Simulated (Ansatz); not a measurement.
The first iterations of a band of C2H4OSi (8 atoms, charge 0, multiplicity 1).

These are results of Ansatz, RKS revPBE-D4/def2-SVP, not measurements.

| Property | Result |
| --- | --- |
| movable images | 5 |
| climbing image | yes |
| spring | 5.0 eV/Å² |
| optimiser | quadratic models (default) |
| start path | IDPP |
| force threshold | 0.5 eV/Å |
| iteration limit | 60 |
| end points | relaxed |

Image 0:

```xyz
8
Properties=species:S:1:pos:R:3
O -0.251 0.492 2.240
C -0.239 0.313 1.046
C 0.588 0.687 -0.137
Si -0.500 -0.896 -0.447
H 1.680 0.839 -0.034
H 0.104 1.490 -0.734
H -1.457 -0.743 -1.594
H 0.168 -2.239 -0.395
```

Image 6:

```xyz
8
Properties=species:S:1:pos:R:3
O -0.250 0.490 2.239
C -0.239 0.311 1.045
C 0.587 0.689 -0.138
Si -0.497 -0.897 -0.448
H 1.679 0.840 -0.034
H 0.103 1.493 -0.733
H 0.168 -2.241 -0.397
H -1.459 -0.743 -1.591
```

| iteration | highest image above the first end (eV) | largest band force component (eV/Å) |
| --- | --- | --- |
| 1 | 2.787 | 2.764 |
| 2 | 2.006 | 1.685 |
| 3 | 2.047 | 1.053 |
| 4 | 1.918 | 1.176 |

Problem. Does the band converge within its limit, and where does its top end?

Solution. The forces met the threshold. It ended after 12 iterations with the highest image 0.598 eV above the first end. The threshold of 0.5 eV/Å is loose, so the images may lie well off the minimum-energy path. The profile has 2 maxima (images 2, 4) with wells between them (image 3): this band takes more than one step, which may be the mechanism or a detour left from its start path. Another band between the same ends (5 images) ends at a top of the same energy, where a vibrational analysis finds 1 clearly imaginary mode.

Run time: 2.2 min on 1 thread of Arm Neoverse V1, on a shared host, peak memory 0.14 GiB.
